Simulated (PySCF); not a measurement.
Species: C₅H₂F₃N.
InChI=1S/C5H2F3N/c6-1-3-4(7)5(3,8)2-9/h1H2/t5-/m0/s1

Level of theory: PySCF, TDDFT B3LYP/def2-SVPD, vertical, gas phase, core orbitals frozen in the response. The structure is a single GFN2-xTB conformer in the gas phase; no vibrational or solvent corrections. Torsions of this conformer, `[N:1]#[C:2][C@@:3]1([F:4])[C:5]([F:6])=[C:7]1[CH2:8][F:9]`: C5–C7–C8–F9 142°.

Broadening: Gaussians 0.25 eV wide at half height, area fixed by f = 4.319×10⁻⁹ ∫ε dν̃. The width is an assumption, not a result. The curve ends short of the highest state used, and states not computed would add to its high-energy end.

E (eV), ε (L mol⁻¹ cm⁻¹) and a bar:
```
     6.06          2 
     6.09          5 
     6.12         12 
     6.15         26 
     6.18         52 
     6.22        119 
     6.25        202 #
     6.28        316 #
     6.31        456 ##
     6.34        608 ##
     6.38        788 ###
     6.41        872 ###
     6.44        891 ###
     6.47        841 ###
     6.50        732 ###
     6.53        589 ##
     6.57        391 #
     6.60        266 #
     6.63        178 #
     6.66        136 
     6.69        156 #
     6.72        261 #
     6.76        608 ##
     6.79       1101 ####
     6.82       1857 #######
     6.85       2901 ##########
     6.88       4194 ###############
     6.91       5611 ####################
     6.95       7336 ##########################
     6.98       8202 #############################
     7.01       8503 ##############################
     7.04       8191 #############################
     7.07       7365 ##########################
     7.10       6244 ######################
     7.14       4768 #################
     7.17       3996 ##############
```

Problem. Locate the maxima and give the states behind the curve.

Solution. 193 nm (6.43 eV), ε about 890, made up of S1 (100%); 177 nm (7.01 eV), ε about 8500, made up of S2 (82%) and S3 (18%) (ε in L mol⁻¹ cm⁻¹; maxima over ε = 5, shares over 10%). The states used: S1 6.43 eV (f 0.0083); S2 7.00 eV (f 0.065); S3 7.06 eV (f 0.015); S4 7.29 eV (f 0.0051); S5 7.38 eV (f 0.056); S6 7.47 eV (f 0.0090); S7 7.68 eV (f 0.030); S8 7.77 eV (f 0.037).

Problem. On this curve, what absorbance would a 10⁻⁴ mol/L sample give at 193 nm over a 1 cm path?

Solution. 193 nm is 6.424 eV, where ε is about 890 L mol⁻¹ cm⁻¹, so A = ε c l ≈ 0.089 (Beer–Lambert, with the gas-phase spectrum and the assumed width).

Problem. What would ε be at 7.01 eV, the highest of these maxima, with half the width (0.125 eV)?

Solution. About 16000 L mol⁻¹ cm⁻¹ against 8500, a factor of about 1.9; a lone state at its own centre would give exactly 2.

Problem. Coming from long wavelengths, where does ε first pass 100 L mol⁻¹ cm⁻¹?

Solution. At about 200 nm (6.21 eV), 0.22 eV below S1.

Time: 42 s; peak memory 0.83 GiB. Hardware: an AMD EPYC 7R13 with one thread, no GPU, shared host with 96 logical CPUs at a one-minute load of 105.
